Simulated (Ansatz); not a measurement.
A geometry relaxed with CAM-B3LYP-D3(BJ)/def2-TZVP (Ansatz, a first-principles code), charge 0, multiplicity 1:

```xyz
15

C     -0.0188     0.2296    -1.3183
H     -0.5411     0.8550    -2.0343
H      1.5624    -1.5175     0.0794
H     -1.2177     0.5679     2.7401
H      0.0600    -0.2521     0.7981
H      2.8438    -1.2726    -1.1088
H      1.1426    -0.5627    -2.8361
H     -2.6545     1.9879     2.3520
C     -0.4427     0.3606     0.0579
H      1.6621    -2.5408    -1.3550
H     -1.9132     1.7977    -0.2649
B     -1.7961     1.2603     1.9568
C      1.7875    -1.5211    -0.9838
C     -1.4157     1.1878     0.4859
C      0.9413    -0.5800    -1.7696
```

Task: Write the SMILES of this molecule.

Result: `B/C=C/C=C\C`
